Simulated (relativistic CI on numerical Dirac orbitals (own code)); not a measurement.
V2+: calculation against measurement

Method of calculation: Dirac-Coulomb-Breit CI, separate exchange-only KLI orbitals for each configuration, model QED, valence Slater integrals scaled by 0.85, configuration energies shifted to the measured levels that pair with them (semi-empirical) (own radial code, finite nucleus).

Configuration list (outside the closed core [Ne] 3s2): 3p⁶3d³, 3p⁶3d²4s, 3p⁶3d²4p, 3p⁶3d4s², 3p⁶3d²4d, 3p⁶3d²5s, 3p⁶3d²5p, 3p⁶3d4s4p, 3p⁶3d²4f, 3p⁶3d²5d, 3p⁶3d²5f, 3p⁶3d²5g, 3p⁵3d⁴, 3p⁶3d4p², 3p⁶3d4s4d. Levels of other configurations are missing.

```tsv
Configuration	Term (tabulated)	J	Measured (cm⁻¹)	Computed	Error	Purity (%)
3p⁶3d³	a 4F	3/2	0.0	0	0	100
3p⁶3d³	a 4F	5/2	145.5	128	-17	100
3p⁶3d³	a 4F	7/2	341.5	303	-39	100
3p⁶3d³	a 4F	9/2	583.8	519	-65	100
3p⁶3d³	a 4P	1/2	11513.8	12528	1014	100
3p⁶3d³	a 4P	3/2	11591.8	12601	1009	99
3p⁶3d³	a 4P	5/2	11769.7	12762	992	100
3p⁶3d³	a 2G	7/2	11966.3	12589	623	100
3p⁶3d³	a 2G	9/2	12187.0	12786	599	99
3p⁶3d³	a 2P	3/2	15550.3	16675	1125	93
3p⁶3d³	a 2P	1/2	15579.8	16587	1007	99
3p⁶3d³	a 2D2 †	3/2	16330.5	17972	1642	93
3p⁶3d³	a 2D2 †	5/2	16374.7	18129	1754	100
3p⁶3d³	a 2H	9/2	16810.9	16761	-50	99
3p⁶3d³	a 2H	11/2	16977.6	16909	-69	100
3p⁶3d³	a 2F	7/2	27727.8	28910	1182	100
3p⁶3d³	a 2F	5/2	27846.8	29020	1173	99
3p⁶3d³	b 2D1	5/2	42267.4	44330	2062	99
3p⁶3d³	b 2D1	3/2	42371.2	44425	2054	99
3p⁶3d²4s	b 4F	3/2	43942.5	43407	-536	100
3p⁶3d²4s	b 4F	5/2	44110.0	43561	-549	100
3p⁶3d²4s	b 4F	7/2	44345.8	43778	-568	100
3p⁶3d²4s	b 4F	9/2	44647.0	44056	-591	100
3p⁶3d²4s	b 2F	5/2	49327.7	48908	-419	99
3p⁶3d²4s	b 2F	7/2	49805.3	49348	-458	99
3p⁶3d²4s	c 2D	5/2	56160.4	56617	456	82
3p⁶3d²4s	c 2D	3/2	56256.8	56705	448	92
3p⁶3d²4s	b 4P	1/2	56529.3	56990	461	100
3p⁶3d²4s	b 4P	3/2	56669.1	57115	446	92
3p⁶3d²4s	b 4P	5/2	56922.5	57342	419	82
3p⁶3d²4s	b 2P	1/2	61578.7	62364	786	99
3p⁶3d²4s	b 2P	3/2	61777.2	62544	767	99
3p⁶3d²4s	b 2G	9/2	63303.1	62868	-435	100
3p⁶3d²4s	b 2G	7/2	63315.1	62880	-435	100
3p⁶3d²4p	z 4G°	5/2	85524.0	85250	-274	98
3p⁶3d²4p	z 4G°	7/2	85875.7	85566	-310	99
3p⁶3d²4s	a 2S	1/2	86304.0	87877	1573	99
3p⁶3d²4p	z 4G°	9/2	86306.4	85957	-349	99
3p⁶3d²4p	z 4F°	3/2	86716.8	86370	-347	98
3p⁶3d²4p	z 4G°	11/2	86809.4	86418	-391	100
3p⁶3d²4p	z 4F°	5/2	86938.0	86568	-370	99
3p⁶3d²4p	z 4F°	7/2	87218.9	86824	-395	99
3p⁶3d²4p	z 4F°	9/2	87544.5	87128	-416	99
3p⁶3d²4p	z 2F°	5/2	87880.9	87883	2	89
3p⁶3d²4p	z 2F°	7/2	88328.0	88285	-43	89
3p⁶3d²4p	4D°	1/2	89005.6	88659	-347	100
3p⁶3d²4p	4D°	7/2	89417.5	89074	-343	90
3p⁶3d²4p	2D°	5/2	89457.7	89327	-130	75
3p⁶3d²4p	z 2G°	7/2	91710.4	91708	-2	100
3p⁶3d²4p	z 2G°	9/2	92052.6	92034	-19	99
3p⁶3d²4p	z 2S°	1/2	94714.2	95630	916	99
3p⁶3d²4p	z 4S°	3/2	97512.0	98090	578	63
3p⁶3d²4p	z 2P°	3/2	98062.2	98519	456	60
3p⁶3d²4p	y 2F°	5/2	98383.5	98862	478	95
3p⁶3d²4p	z 2P°	1/2	98399.4	98741	342	99
3p⁶3d²4p	y 2F°	7/2	98825.2	99250	425	94
3p⁶3d²4p	y 4D°	1/2	99073.2	99504	430	99
3p⁶3d²4p	y 4D°	3/2	99181.5	99617	436	91
3p⁶3d²4p	y 2D°	3/2	99508.5	100067	558	88
3p⁶3d²4p	y 2D°	5/2	99804.6	100336	532	85
3p⁶3d²4p	y 4D°	7/2	99941.2	100293	352	94
3p⁶3d²4p	z 4P°	1/2	101645.6	102002	356	99
3p⁶3d²4p	z 4P°	3/2	101785.8	102129	344	99
```

Measured levels from Sugar and Corliss, J. Phys. Chem. Ref. Data 7, 1191 (1978); pairs were made by configuration, J and term (by order where the table uses no LS term), so strongly mixed levels may be paired wrongly.

Mean error by configuration (cm⁻¹): 3p⁶3d³ 788; 3p⁶3d²4s 85; 3p⁶3d²4p 88. Over the excited levels the mean absolute error is 539 cm⁻¹ (62 of the 64 excited levels that our extract of the source holds in range could be paired, and the others can miss by more), and the median relative error of those above 1,000 cm⁻¹ is 0.59 %, both after the shifts were fitted to these levels, so that a configuration with one level shows no error. † marks terms whose computed intervals miss the measured ones by more than a factor of 2.5, or configurations far off the rest, from wrong mixing, a near crossing or a doubtful label or measurement; they are left out of the means.

Configurations whose levels could be paired with our table of measured levels were shifted onto them, all but the ground configuration, by the median error of their levels; single terms can still be off by 1,000 to 2,000 cm⁻¹ or more, and rates follow the energies as ν³ (E1, M1) or ν⁵ (E2). The others borrow a shift and can be off by several thousand cm⁻¹ or more. The fine structure of a lone outer electron comes out too small, for d and f at times inverted, and misplaced configurations move strength between like terms. 62 of the 64 excited levels that our extract of the measured tables holds in this range could be paired (the sources list more); they are missed by 577 cm⁻¹ on average and 2062 at most, after the shifts were fitted to these levels, and levels without a partner can miss by more.

Shifts applied (cm⁻¹): 3p⁶3d³ 0; 3p⁶3d²4s -1435; 3p⁶3d²4p -379.
